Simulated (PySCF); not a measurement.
## Spin states of GeP⁺

Unrestricted PBE0; basis Ge x2c-SVPall, P x2c-SVPall; spin-free X2C with a Gaussian nucleus; PySCF 2.14. Outer shells of the fragments: Ge+ 3d10 4s2 4p1; P 3s2 3p3.

Followed along the bond (rough minima from three points):

| 2Ms+1 | unpaired | ⟨S²⟩ at the start | R at minimum (Å) | Te (eV) |
| --- | --- | --- | --- | --- |
| 3 | π ↑↑ | 2.01 | 2.32 | 0.00 |
| 1 | π ↑↓ | 1.01 | 2.32 | 0.29 |
| 3 | σ ↑, π ↑ | 2.08 | 2.17 | 0.56 |
| 1 | σ ↓, π ↑ | 1.05 | 2.16 | 0.76 |
| 1 | none | 0.00 | 2.32 | 1.17 |

Solutions found at the starting distance of 2.325 Å, counted from the lowest of them; the search is not exhaustive and high or unbound solutions are not listed, so other states can lie among these:

```
2Ms+1    unpaired   term  E (eV)  ⟨S²⟩  ⟨Lz²⟩  μ (D)
    3        π ↑↑    ³Σ⁻    0.00  2.01   0.00  -0.02
    1        π ↑↓  mixed    0.29  1.01   2.01   0.10
    3    σ ↑, π ↑     ³Π    0.72  2.08   1.00  -0.18
    1    σ ↓, π ↑  mixed    0.95  1.05   1.01  -0.27
    1        none  mixed    1.17  0.00   2.00   0.52
    5  σ ↑, π ↑↑↑     ⁵Π    1.88  6.00   1.00   1.38
    3  σ ↑, π ↑↑↓  mixed    2.49  3.02   3.02   1.35
    3  σ ↓, π ↑↑↑  mixed    2.58  3.03   1.00   1.45
    3        π ↑↑  mixed    3.30  2.01   2.01   3.31
    5  σ ↑↑, π ↑↑    ⁵Σ⁻    5.10  6.00   0.00   1.38
    5      π ↑↑↑↑    ⁵Σ⁺    5.71  6.04   0.00   3.27
    3  σ ↑↑, π ↑↓  mixed    5.86  3.01   2.02   1.47
    1  σ ↓↓, π ↑↑  mixed    6.06  2.01   0.00   1.33
    1    σ ↓, π ↑  mixed    6.95  1.01   1.01   2.84
```

A term symbol is given only where ⟨S²⟩ and ⟨Lz²⟩ are close to those of a pure state; real π, δ and φ orbitals otherwise mix terms. A positive dipole points towards P; it is taken about the centre of mass and depends on that origin.

Spin–orbit coupling is left out.
